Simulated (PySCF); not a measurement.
**Bond curve of CsF⁺**

Set-up: Cs def2-SVP with ECP46, F def2-SVP; scalar-relativistic core potentials (PySCF 2.14). Energies in eV from Cs⁺ + F in their ground configurations at the same level. State: ²Π (doublet), unpaired electrons π ↑.

All columns are PBE0. A positive dipole points towards F; it is taken about the centre of mass and depends on that origin.

| R (Å) | E (eV) | μ (D) | Mulliken charge on Cs (basis-dependent) | HOMO (eV) | LUMO (eV) | Mayer bond order | ⟨S²⟩ |
| --- | --- | --- | --- | --- | --- | --- | --- |
| 2.777 | -0.072 | -1.17 | 0.93 | -17.37 | -11.69 | 0.13 | 0.75 |
| 2.906 | -0.136 | -1.29 | 0.94 | -17.24 | -11.43 | 0.12 | 0.75 |
| 3.035 | -0.168 | -1.41 | 0.94 | -17.04 | -11.19 | 0.11 | 0.75 |
| 3.132 | -0.178 | -1.50 | 0.95 | -16.87 | -11.02 | 0.10 | 0.75 |
| 3.229 | -0.179 | -1.58 | 0.95 | -16.72 | -10.86 | 0.09 | 0.75 |
| 3.326 | -0.176 | -1.66 | 0.96 | -16.57 | -10.70 | 0.09 | 0.75 |
| 3.455 | -0.165 | -1.77 | 0.96 | -16.37 | -10.51 | 0.08 | 0.75 |
| 3.616 | -0.148 | -1.91 | 0.97 | -16.15 | -10.28 | 0.07 | 0.75 |
| 3.810 | -0.126 | -2.06 | 0.97 | -15.91 | -10.04 | 0.06 | 0.75 |
| 4.069 | -0.099 | -2.26 | 0.98 | -15.62 | -9.75 | 0.04 | 0.75 |

A fit through these points gives, at Re = 3.206 Å, μ = -1.56 D and dμ/dR = -0.867 D/Å; the reduced mass is 16.62 u.

Question: How strong is the fundamental in the double-harmonic approximation, I = 42.26·(dμ/dR)²/μred km/mol?

Answer: I = 42.26·(-0.867)²/16.62 = 1.91 km/mol at PBE0.

The bond is weak. Basis-set superposition, not corrected here, can be much of De in a small basis, most of all at correlated wavefunction levels. These are scalar-relativistic numbers at best; spin–orbit coupling would shift them, the dissociation energy most. For an ion De counts to the pair picked by the measured ionisation energies or electron affinities, which need not be the lowest pair at this level. The state was picked by a PBE0 search and need not be the measured ground state.
